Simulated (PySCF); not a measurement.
Parent: `[CH3:1][C:2]1=[CH:3][P:4]([CH3:5])[CH2:6][CH2:7]1` with C2–C3–P4–C5 90°, C3–P4–C6–C7 16°, P4–C6–C7–C2 -20°, C1–C2–C7–C6 -167°, C6H11P.

The geometries are computed with GFN2-xTB (gas phase). One conformer each, not checked by frequencies here.

```csv
coordinate of the parent,value
C1–C2,1.493 Å
C2=C3,1.329 Å
C3–P4,1.821 Å
P4–C5,1.863 Å
P4–C6,1.871 Å
C6–C7,1.531 Å
C2–C7,1.504 Å
C1–C2–C3,125.6°
C1–C2–C7,118.5°
C3–C2–C7,115.8°
C2–C3–P4,115.0°
C3–P4–C5,97.6°
C3–P4–C6,89.0°
C5–P4–C6,99.1°
P4–C6–C7,108.5°
C2–C7–C6,108.0°
```

Question: How does the shared frame change in `[CH3:1][C:2]1=[CH:3][P@H+:4]([CH3:5])[CH2:6][CH2:7]1` (charge +1) with C2–C3–P4–C5 129°, C3–P4–C6–C7 -13°, P4–C6–C7–C2 16°, C1–C2–C7–C6 169°, [C6H12P]+? Atoms pair as C1 = C1, C2 = C2, C3 = C3, P4 = P4, C5 = C5, C6 = C6, C7 = C7 (parent first).

Answer: 
```tsv
parent	relative	value in the relative	change
C1–C2	C1–C2	1.479 Å	-0.014
C2=C3	C2=C3	1.345 Å	+0.016
C3–P4	C3–P4	1.772 Å	-0.049
P4–C5	P4–C5	1.805 Å	-0.058
P4–C6	P4–C6	1.821 Å	-0.050
C6–C7	C6–C7	1.542 Å	+0.011
C2–C7	C2–C7	1.502 Å	-0.002
C1–C2–C3	C1–C2–C3	124.6°	-1.0
C1–C2–C7	C1–C2–C7	118.8°	+0.3
C3–C2–C7	C3–C2–C7	116.6°	+0.8
C2–C3–P4	C2–C3–P4	111.1°	-3.9
C3–P4–C5	C3–P4–C5	116.5°	+18.9
C3–P4–C6	C3–P4–C6	95.1°	+6.1
C5–P4–C6	C5–P4–C6	114.7°	+15.6
P4–C6–C7	P4–C6–C7	105.0°	-3.5
C2–C7–C6	C2–C7–C6	109.7°	+1.7
```

Of the parent's bonds, P4–C5 changes most (-0.058 Å). Point group C1 → C1.
